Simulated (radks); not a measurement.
Problem. The table gives one normalised radial function P(r) = r R(r) (large component) of Fe in [Ar] 3d6 4s2 (r in bohr). Method: Dirac Kohn-Sham, PBE, spin-unpolarised, spherical densities, finite nucleus; open shells fill j = l - 1/2 first; Fermi nuclear charge, rms radius 3.7377 fm; computed with a radial shooting solver on a logarithmic mesh with Libxc functionals.

| r | P |
|---|---|
| 0.004363 | 0.0309 |
| 0.006561 | 0.0434 |
| 0.009866 | 0.0591 |
| 0.01484 | 0.0764 |
| 0.02231 | 0.0908 |
| 0.03355 | 0.0926 |
| 0.05045 | 0.0667 |
| 0.07587 | 0.0001 |
| 0.1141 | -0.0971 |
| 0.1716 | -0.1631 |
| 0.258 | -0.0985 |
| 0.388 | 0.1125 |
| 0.5835 | 0.2706 |
| 0.8775 | 0.1189 |
| 1.32 | -0.2800 |
| 1.984 | -0.5886 |
| 2.984 | -0.5837 |
| 4.488 | -0.3336 |
| 6.749 | -0.1039 |
| 10.15 | -0.0140 |

Which n and l does it have? It may be an empty orbital.

Solution. n = 4, l = 0: the number of nodes gives n - l - 1 = 3, the rise at small r points to l (this Dirac orbital starts outside the nucleus as r^gamma with gamma = sqrt((l + 1)^2 - (Z/c)^2) = 0.98; the j = 1/2 orbital of l + 1 starts with the same power, but with a smaller coefficient, and then steepens), and the extent must fit the shell. The curve is that of 4s1/2. 4s1/2: eigenvalue -5.289 eV, 3 radial nodes at r = 0.0759, 0.319, 1.00 bohr, <r> = 2.99 bohr, 90 % of the charge inside 4.58 bohr.
